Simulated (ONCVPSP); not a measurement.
tellurium (Te): one change to an ONCV potential, before and after

tellurium, optimised norm-conserving Vanderbilt (ONCV), made with ONCVPSP 4.0.1 (LDA (Perdew-Wang 92), fully relativistic). Core [Kr] 4d10, reference 5s1.75 5p4.25. Waves: 5s: rc 1.70 bohr, ncon 5, nbas 10, qcut 3.4 1/bohr, 2 projectors, debl 3.5 Ha; 5p: rc 1.70 bohr, ncon 4, nbas 8, qcut 3.9 1/bohr, 2 projectors, debl 1.8 Ha. Local part: polynomial inside 1.60 bohr (lpopt 1, dvloc0 0 Ha). Core correction: Teter function fitted to the true core (icmod 2), fcfact 0.25.

Open shells are filled in proportion to 2j + 1.

Change: local potential polynomial inside 1.45 bohr (lpopt 5, dvloc0 0 Ha).

Cutoffs: the cutoffs (Ha) at which the residual kinetic energy of the hardest occupied pseudo-wave falls to 1 and 0.1 mHa per electron; they do not see the model core or the augmentation charge, which bear on the density cutoff. Errors are all-electron minus pseudo energies relative to the spin-unpolarised reference configuration.

How do hardness, ghosts and transferability respond?

The potential gets neither clearly harder nor softer (26 Ha and 69 Ha → 26 Ha and 69 Ha); the lowest positive-energy flag moves from s at 86.8 eV to s at 29.3 eV; the errors of the 4 common tests hardly move; the range in which the s phases agree narrows (upper end 3.2 → 1.0); neither file shows a bound ghost.

| quantity | base | changed |
| --- | --- | --- |
| cutoff, loose | 26 Ha | 26 Ha |
| cutoff, tight | 69 Ha | 69 Ha |
| bound ghosts | none | none |
| GHOST(+) flags under 300 eV | s at 86.8 eV | s at 29.3 eV, p3/2 at 74.4 eV, p1/2 at 81.9 eV |
| error for 5s2 5p4, meV [ΔE -2.31 eV] | -0.3 | -0.3 |
| error for 5s2 5p3, meV [ΔE 7.62 eV] | +0.1 | +0.2 |
| error for 5s2 5p2, meV [ΔE 25.82 eV] | -7.9 | -7.3 |
| error for 5s1 5p4, meV [ΔE 17.52 eV] | -9.7 | -9.5 |
| s: phases at 1.72 bohr within 0.05 rad from the reference energy up to (Ha; the scan ends near 5) | 3.2 | 1.0 |
| p3/2: phases at 1.72 bohr within 0.05 rad from the reference energy up to (Ha; the scan ends near 5) | 3.2 | 2.6 |
| p1/2: phases at 1.72 bohr within 0.05 rad from the reference energy up to (Ha; the scan ends near 5) | 3.5 | 2.8 |
| rms error of d²Exc/dni dnj with the model core, mHa | 4.96 | 4.96 |

Base: The cutoffs count occupied waves only; projector 2 of the p channel, the hardest unoccupied one, needs 89 Ha at the loose tolerance. Changed file: The cutoffs count occupied waves only; projector 2 of the p channel, the hardest unoccupied one, needs 89 Ha at the loose tolerance.
